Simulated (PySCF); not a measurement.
Calculation: PySCF with PBE-D3(BJ)/def2-TZVP // PBE-D3(BJ)/def2-SVP. Gas-phase values, no solvent. One relaxed conformer stands for a flexible species; it need not be the lowest. 

Reference species: [Zr(OH)3(H)] (neutral, multiplicity 1).

- HOMO–LUMO gap: 5.15 eV
- coordination number: 4
- charge on the central atom (Mulliken): 1.32 e
- mean distance from the central atom to its bonded neighbours: 1.916 Å

Changed species: [Zr(H)4] (4 of 4 OH replaced by H; the reference has 1 of 4 OH replaced by H).

Task: Predict the effect on the HOMO–LUMO gap, coordination number, charge on the central atom (Mulliken) and mean distance from the central atom to its bonded neighbours.

Result: the HOMO–LUMO gap drops by 1.46 eV, to 3.69 eV; the coordination number is nearly the same; the charge on the central atom (Mulliken) drops by 0.65 e, to 0.67 e; the mean distance from the central atom to its bonded neighbours drops by 0.062 Å, to 1.854 Å.
